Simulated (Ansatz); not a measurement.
Program: Ansatz. Geometries: PBE0-D4/def2-TZVP. ΔE: electronic, gas phase. CBS: MP2 limit from def2 TZ/QZ plus the TZ coupled-cluster correction, frozen cores. This one scheme is used for every species. One conformer a species, not always the lowest.

`CB(C)C[SiH3]` + `BOB(F)S` → `BB(C)C[SiH3]` + `COB(F)S`  (redistribution)

```json
{"species": "`CB(C)C[SiH3]`", "CCSD(T)/CBS(def2) energy (Eh)": "-434.67777"}
{"species": "`BOB(F)S`", "CCSD(T)/CBS(def2) energy (Eh)": "-624.30015"}
{"species": "`BB(C)C[SiH3]`", "CCSD(T)/CBS(def2) energy (Eh)": "-420.76376"}
{"species": "`COB(F)S`", "CCSD(T)/CBS(def2) energy (Eh)": "-638.12533"}
```

Question: Work out ΔE.

Answer: ΔE = (-420.76376) + (-638.12533) − (-434.67777) − (-624.30015) = 0.08883 Eh = +55.7 kcal/mol.

Largest T1 diagnostic among the species: 0.014.

From PBE to PBE0 (25 % exact exchange), in def2-TZVPP and without D4, ΔE moves by +1.1 kcal/mol. In def2-TZVPP, CCSD(T) changes the Hartree–Fock value by +0.7 kcal/mol (the triples alone add +0.3 kcal/mol) and MP2 by +3.2 kcal/mol.
